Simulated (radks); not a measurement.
The numbers below are computed, except where a source is named.
Nb, 41 electrons, occupied as [Ar] 3d10 4s2 4p4 4d6 5s1 (not the ground configuration). Level of theory: Dirac Kohn-Sham, PBE, spin-unpolarised, spherical densities, point nucleus; open shells fill j = l - 1/2 first (a radial shooting solver on a logarithmic mesh with Libxc functionals). Some entries of the table are withheld. Estimate them.

orbital  occ.  eigenvalue (hartree)  <1/r> (bohr^-1)  r(max) (bohr)
1s1/2       2             -691.1470            42.40        0.02349
2s1/2       2             -96.82452            9.627            (1)
2p1/2       2             -88.87828            9.602         0.1039
2p3/2       4             -85.35706            9.165         0.1076
3s1/2       2                   (2)            3.276         0.3957
3p1/2       2                   (3)            3.173         0.3832
3p3/2       4                   (4)            3.068         0.3924
3d3/2       4                   (5)            2.873         0.3330
3d5/2       6                   (6)            2.846         0.3357
4s1/2       2              -2.25794            1.190          1.026
4p1/2       2              -1.42105            1.069          1.097
4p3/2       2              -1.34069            1.040          1.121
4d3/2       4              -0.16479           0.6907          1.426
4d5/2       2              -0.15787           0.6822          1.438
5s1/2       1              -0.15107           0.3564          2.974
5p1/2       0              -0.04109           0.2447            (7)
5p3/2       0              -0.03766           0.2364            (8)

Answer. 
(1) 2s1/2 r(max) (bohr): 0.1333
(2) 3s1/2 eigenvalue (hartree): -16.31786
(3) 3p1/2 eigenvalue (hartree): -13.32397
(4) 3p3/2 eigenvalue (hartree): -12.75337
(5) 3d3/2 eigenvalue (hartree): -7.46526
(6) 3d5/2 eigenvalue (hartree): -7.35898
(7) 5p1/2 r(max) (bohr): 4.014
(8) 5p3/2 r(max) (bohr): 4.147
